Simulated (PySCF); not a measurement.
Aluminium: a sound run and one with changed settings

Sound run: Al⁺ [Ne] 3s2, Al²⁺ [Ne] 3s1. Calculation: PySCF 2.14, in pcseg-2; no relativity, point nucleus. In the sound run the correlated levels freeze [Ne]. The sound run starts from symmetry-adapted Hartree-Fock orbitals and uses a fine grid where one is needed.

Changed run: all electrons correlated in a basis built for the valence shell.

```json
{"species": "Al⁺", "method": "MP2", "sound run (hartree)": "-241.69218", "changed run (hartree)": "-241.76161", "converged": "yes"}
{"species": "Al⁺", "method": "CCSD(T)", "sound run (hartree)": "-241.70401", "changed run (hartree)": "-241.77513", "converged": "yes"}
{"species": "Al²⁺", "method": "MP2", "sound run (hartree)": "n/a", "changed run (hartree)": "-241.08473", "converged": "yes"}
{"species": "Al²⁺", "method": "CCSD(T)", "sound run (hartree)": "n/a", "changed run (hartree)": "-241.08850", "converged": "yes"}
```

Ionisation energy of Al⁺:

```json
{"method": "UHF", "sound run (eV)": "17.497", "changed run (eV)": "17.497"}
{"method": "MP2", "sound run (eV)": "18.234", "changed run (eV)": "18.419"}
{"method": "SCS-MP2", "sound run (eV)": "18.381", "changed run (eV)": "18.529"}
{"method": "CCSD", "sound run (eV)": "18.556", "changed run (eV)": "18.660"}
{"method": "CCSD(T)", "sound run (eV)": "18.556", "changed run (eV)": "18.684"}
```

A valence basis has no tight correlating functions, so it recovers only part of the core correlation, and not evenly between atom and ion.

For comparison, NIST gives 18.829 eV between the lowest levels.
